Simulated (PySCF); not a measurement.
Compound: C6H10P2Se.
SMILES with atom numbers: `[CH:1]#[C:2][CH2:3][P@:4]([CH3:5])(=[Se:6])[C:7](=[CH2:8])[PH2:9]` (hydrogens: H10 on C1; H11, H12 on C3; H13, H14, H15 on C5; H16, H17 on C8; H18, H19 on P9)

Cartesian coordinates in Å at the PBE0-D3(BJ)/def2-SVP level; atoms count from 1:
```
atom  x, y, z in Å
C1     2.2752   -1.9505    0.6000
C2     1.9463   -0.7866    0.6709
C3     1.5360    0.6012    0.7051
P4     0.1216    1.0483   -0.4132
C5     0.4661    0.1807   -1.9723
Se6   -0.0511    3.1340   -0.5865
C7    -1.3406    0.1942    0.2946
C8    -2.4084    0.9509    0.5800
P9    -1.3530   -1.6500    0.3778
H10    2.5684   -2.9827    0.5467
H11    2.3552    1.2690    0.3911
H12    1.2328    0.9227    1.7147
H13   -0.3843    0.3558   -2.6455
H14    0.6054   -0.8976   -1.8076
H15    1.3700    0.6210   -2.4157
H16   -3.3297    0.5145    0.9788
H17   -2.3745    2.0349    0.4101
H18   -0.6300   -1.8044    1.5974
H19   -2.6361   -1.7521    0.9959
```

The calculation used PySCF, TDDFT PBE0/def2-SVPD, vertical, gas phase, core orbitals frozen in the response. The PBE0/def2-SVPD calculation is non-relativistic and has no spin–orbit coupling, an omission that weighs most on selenium.

```json
{"state": "S1", "E (eV)": "3.97", "E (kJ/mol)": "383", "λ (nm)": "312.4", "f": "0.0018", "main configurations (H = HOMO, L = LUMO)": "H→L (74%), H-1→L (25%)"}
{"state": "S2", "E (eV)": "3.98", "E (kJ/mol)": "384", "λ (nm)": "311.6", "f": "0.0019", "main configurations (H = HOMO, L = LUMO)": "H-1→L (74%), H→L (25%)"}
{"state": "S3", "E (eV)": "4.73", "E (kJ/mol)": "457", "λ (nm)": "262.0", "f": "0.017", "main configurations (H = HOMO, L = LUMO)": "H→L+1 (89%)"}
{"state": "S4", "E (eV)": "4.80", "E (kJ/mol)": "463", "λ (nm)": "258.3", "f": "0.011", "main configurations (H = HOMO, L = LUMO)": "H-1→L+1 (92%)"}
{"state": "S5", "E (eV)": "5.33", "E (kJ/mol)": "514", "λ (nm)": "232.8", "f": "0.041", "main configurations (H = HOMO, L = LUMO)": "H-2→L (87%)"}
{"state": "S6", "E (eV)": "5.37", "E (kJ/mol)": "518", "λ (nm)": "230.8", "f": "0.014", "main configurations (H = HOMO, L = LUMO)": "H→L+2 (49%), H→L+4 (36%)"}
{"state": "S7", "E (eV)": "5.48", "E (kJ/mol)": "529", "λ (nm)": "226.2", "f": "0.033", "main configurations (H = HOMO, L = LUMO)": "H-1→L+2 (67%), H-1→L+4 (10%), H→L+2 (9%)"}
{"state": "S8", "E (eV)": "5.52", "E (kJ/mol)": "533", "λ (nm)": "224.6", "f": "0.022", "main configurations (H = HOMO, L = LUMO)": "H→L+4 (46%), H→L+2 (32%), H-1→L+2 (10%)"}
{"state": "S9", "E (eV)": "5.60", "E (kJ/mol)": "540", "λ (nm)": "221.5", "f": "0.0060", "main configurations (H = HOMO, L = LUMO)": "H→L+3 (76%)"}
{"state": "S10", "E (eV)": "5.67", "E (kJ/mol)": "547", "λ (nm)": "218.5", "f": "0.0099", "main configurations (H = HOMO, L = LUMO)": "H-1→L+3 (40%), H-1→L+4 (37%), H-1→L+2 (10%)"}
```

Triplets, Tamm–Dancoff:

| state | E (eV) | λ (nm) | main configurations (H = HOMO, L = LUMO) |
| --- | --- | --- | --- |
| T1 | 3.73 | 332.1 | H→L (40%), H-2→L (36%), H-5→L (9%) |
| T2 | 3.91 | 317.4 | H-1→L (89%), H→L (10%) |
| T3 | 4.04 | 307.1 | H→L (49%), H-2→L (34%) |
| T4 | 4.26 | 291.2 | H→L+1 (81%) |

The lowest singlet comes at 312 nm (383 kJ/mol) in the ultraviolet; it is very weak; its leading configuration is HOMO→LUMO (74%). The strongest level in the table is S5 at 5.33 eV (233 nm, f = 0.041). Löwdin shares by element: HOMO selenium 76%, phosphorus 13% or more; LUMO carbon 64% or more, phosphorus 13% (atoms not listed hold the other 23%). The oscillator strengths of these states sum to 0.159; summed over the whole spectrum of an exact calculation they would give the number of electrons, 110 (Thomas–Reiche–Kuhn). Of the 10 states listed, 6 reach f = 0.01 and none stays under 0.0005. Weighted by f, the mean energy of these states is 5.29 eV. No computed singlet lies in the visible range (380 to 750 nm); the lowest, at 312 nm, stands 0.71 eV above its violet end (3.26 eV). The vertical ionisation energy (ΔSCF) is 7.96 eV, 2.28 eV above S10. Only the lowest 10 singlets were computed, as vertical energies without vibronic structure.

Hardware: one thread, Arm Neoverse V1 (aarch64), on a shared host. Cost: 6.5 min, 1.3 GiB resident at most.

One conformer stands for the species.
